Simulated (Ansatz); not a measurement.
System: silanone, sum formula H$_{2}$SiO, net charge 0, singlet state. SMILES: O=[SiH2]
Geometry: optimised at B3LYP-D3(BJ)/def2-TZVP (Ansatz, a quantum-chemistry and plane-wave program).

Atomisation energy built up term by term with Ansatz (kcal/mol; UHF references for open shells; valence terms freeze the core; atomic spin-orbit terms are left out). CBS(X,Y): correlation extrapolated as X^-3; Hartree-Fock from the larger set.

```tsv
term	basis	kcal/mol
Hartree-Fock	aug-cc-pV(Q+d)Z	201.88
CCSD correlation	CBS(aug-cc-pV(T+d)Z,aug-cc-pV(Q+d)Z)	96.16
(T)	CBS(aug-cc-pV(T+d)Z,aug-cc-pV(Q+d)Z)	7.30
CCSDT - CCSD(T)	cc-pV(D+d)Z	0.15
core correlation	cc-pwCVTZ	0.17
scalar relativity (X2C)	cc-pVTZ-DK against cc-pVTZ	-0.77
sum: De		304.9
```

(T) makes 2.4 % of the CCSD(T) atomisation energy; under 5 % is typical of single-reference molecules.
